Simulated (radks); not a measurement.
Problem. These are the eigenvalues of the occupied orbitals of an atom or ion with whole-number occupations (eV). All-electron calculation, Dirac Kohn-Sham, PBE, spin-unpolarised, spherical densities, finite nucleus; Fermi nuclear charge, rms radius of each element as measured or else 0.836 A^(1/3) + 0.57 fm. Program: a radial shooting solver on a logarithmic mesh with Libxc functionals.

orbital  eigenvalue
1s1/2     -514.6662
2s1/2      -23.9561
2p1/2       -9.0498
2p3/2       -9.0132

Which element is it, and in what charge state? The configuration may be excited. Open shells, if any, fill j = l - 1/2 first.

Solution. Z = 8, oxygen, charge 0: O in [He] 2s2 2p4. The list shows which subshells hold electrons but not how many an open one holds; the 1s level, -18.914 hartree, gives Z - s = 6.2 by -(Z - s)^2/2, which with screening and relativity narrows Z to a few neighbours, and the depths of the outer levels then fix element, charge and occupations together.
